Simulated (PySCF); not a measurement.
**Dipole response of Mn²⁺ (manganese, charge +2)**

[Ar] 3d5, high-spin 6S determinant. All numbers are calculated (PySCF 2.14, no relativity, point nucleus, in aug-cc-pwCVTZ (10s9p7d4f3g, 127 functions)). Coupled (time-dependent) response in atomic units; α is the mean over directions.

```json
{"method": "PBE0", "mean α (bohr³)": "3.768", "C₆ (like pair)": "11.13", "S(−4)": "7.785"}
```

S(−4) is the Cauchy moment in α(ω) = α(0) + S(−4) ω² + …

α(iu) at PBE0:

```csv
u (hartree),α(iu) (bohr³)
0,3.768
0.0500,3.749
0.100,3.693
0.200,3.499
0.300,3.246
0.500,2.743
0.750,2.246
1.00,1.877
1.50,1.371
2.00,1.045
3.00,0.6596
5.00,0.3286
```

For an ion, C₆ is the dispersion term alone; charge-induced terms of lower order in 1/R come first.
